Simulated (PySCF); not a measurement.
# Exercise with solution: oscillator strength and radiative lifetime

Ga(H)(Br)(OH) (BrGaH2O), SMILES [OH][GaH][Br].

Geometry: TPSSh-D3(BJ)/def2-SVP. Other conformers were not sampled.

TDDFT-LC-ωPBE/def2-SVPD (PySCF 2.14.0) puts the first singlet state with f over 0.02 at 6.94 eV (vertical), with the transition dipole (0.515, 0.157, 0.000) in atomic units.

Problem. Find the oscillator strength, the wavelength and the radiative lifetime that this transition would have in vacuum if emission retraced absorption.

Solution. 
|μ|² = 0.2899 au, so |μ| = 1.37 D. ΔE = 6.94/27.211 = 0.2550 hartree. f = (2/3) ΔE |μ|² = 0.049 (the program prints 0.049).
λ = 1239.84/6.94 = 179 nm; ν = 55975 cm⁻¹.
Einstein's coefficient A = 0.6670 ν² f s⁻¹ (ν in cm⁻¹) = 1.0e8 s⁻¹, so τ = 1/A = 9.7 ns. This state is S2; the lower singlet has f = 0.003. The figure is the radiative limit of this one transition; relaxation, internal conversion, crossing to triplets and a medium change what is measured.
